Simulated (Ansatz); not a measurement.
Start from `C1=C[SiH2]C1` and change one atom or group to get `[AlH2][C]1=C[SiH2]C1`.

Ansatz, PBE0-D4/def2-TZVP geometries, multiplicity 1. 

```csv
property,`C1=C[SiH2]C1`
HOMO energy (ωB97M-V/def2-TZVPP) / eV,-9.90
HOMO–LUMO gap (B3LYP/def2-TZVPP) / eV,7.09
HOMO energy (B3LYP/def2-TZVPP) / eV,-7.46
HOMO–LUMO gap (PBE/def2-TZVPP) / eV,5.40
HOMO–LUMO gap (ωB97M-V/def2-TZVPP) / eV,11.87
HOMO–LUMO gap (PBE0/def2-TZVPP) / eV,7.54
```

(1) What does the change do to each property? (Estimate.)

Results:

(1) The calculation gave: 
```json
{"property": "HOMO energy (ωB97M-V/def2-TZVPP) / eV", "`[AlH2][C]1=C[SiH2]C1`": "-9.26", "shift": "0.64"}
{"property": "HOMO–LUMO gap (B3LYP/def2-TZVPP) / eV", "`[AlH2][C]1=C[SiH2]C1`": "4.86", "shift": "-2.23"}
{"property": "HOMO energy (B3LYP/def2-TZVPP) / eV", "`[AlH2][C]1=C[SiH2]C1`": "-6.94", "shift": "0.52"}
{"property": "HOMO–LUMO gap (PBE/def2-TZVPP) / eV", "`[AlH2][C]1=C[SiH2]C1`": "3.27", "shift": "-2.13"}
{"property": "HOMO–LUMO gap (ωB97M-V/def2-TZVPP) / eV", "`[AlH2][C]1=C[SiH2]C1`": "9.08", "shift": "-2.79"}
{"property": "HOMO–LUMO gap (PBE0/def2-TZVPP) / eV", "`[AlH2][C]1=C[SiH2]C1`": "5.24", "shift": "-2.30"}
```

With PBE0 the HOMO rises by 0.56 eV and the LUMO falls by 1.74 eV, so the gap narrows by about 2.30 eV. PBE moves the HOMO by 0.63 eV and ωB97M-V by 0.64 eV.

B3LYP here is the variant with VWN-RPA as its local correlation; programs differ in this.
